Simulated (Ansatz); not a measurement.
The same group exchange along the group O, S, Se.

Isolated molecules relaxed with PBE0-D4/def2-TZVP in Ansatz; ΔE leaves out vibrations. CCSD(T)/CBS is the MP2 limit (def2-TZVPP, def2-QZVPP) plus CCSD(T) − MP2 in def2-TZVPP, frozen cores. Functionals use def2-TZVPP. B3LYP here is the variant with VWN-RPA as its local correlation; programs differ in this. For Se outer-core shells are correlated without core-valence functions, which leaves a few kJ/mol of doubt a bond. Scalar relativity is left out up to krypton. Each species was taken in one conformer, which may not be the lowest.

| reaction | HF/CBS(def2) (eV) | B2PLYP (eV) | B3LYP-D4 (eV) | r2SCAN-D4 (eV) |
| --- | --- | --- | --- | --- |
| `N[SiH2]O[SiH3]` + `C=NCF` → `C=NC(F)[SiH2]N` + silanol | 1.76 | 1.47 | 1.41 | 1.37 |
| `N[SiH2]S[SiH3]` + `C=NCF` → `C=NC(F)[SiH2]N` + `[SiH3]S` | 0.93 | 0.85 | 0.82 | 0.86 |
| `N[SiH2][Se][SiH3]` + `C=NCF` → `C=NC(F)[SiH2]N` + `[SiH3][SeH]` | 0.95 | 0.89 | 0.87 | 0.90 |

Question: Give the CCSD(T)/CBS values in the same order. (Estimate.)

Answer: Ansatz gave: 1.43, 0.88, 0.94 eV.

Largest T1 diagnostic: 0.013, for `C=NC(F)[SiH2]N`.
